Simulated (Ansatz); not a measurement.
Reaction (ligand exchange at a Zn–C bond): `C=[CH][ZnH]` + HBr → `[ZnH][Br]` + `C=C`

Isolated molecules relaxed with PBE0-D4/def2-TZVP in Ansatz; ΔE leaves out vibrations. CBS: MP2 limit from def2 TZ/QZ plus the TZ coupled-cluster correction, frozen cores. This one scheme is used for every species. Functionals use def2-TZVPP. For Br, Zn outer-core shells are correlated without core-valence functions, which leaves a few kJ/mol of doubt a bond. Scalar relativity is left out up to krypton.

```csv
level,ΔE (kJ/mol)
PBE0-D4,-173.9
r2SCANh,-177.6
HF/def2-SVP,-204.0
CCSD/def2-SVP,-175.5
```

**Question.** What does CCSD(T)/CBS give? (Estimate.)

**Answer.** The calculation gave: -177.5 kJ/mol. The listed levels differ from it by 3.6, -0.1, -26.5, 2.0 kJ/mol.

Largest T1 diagnostic among the species: 0.015.

At CCSD(T), def2-SVP lies +6.4 kJ/mol from the extrapolated value and def2-TZVPP +10.0 kJ/mol. From BLYP to BHLYP (50 % exact exchange), in def2-TZVPP and without D4, ΔE moves by −21.8 kJ/mol.
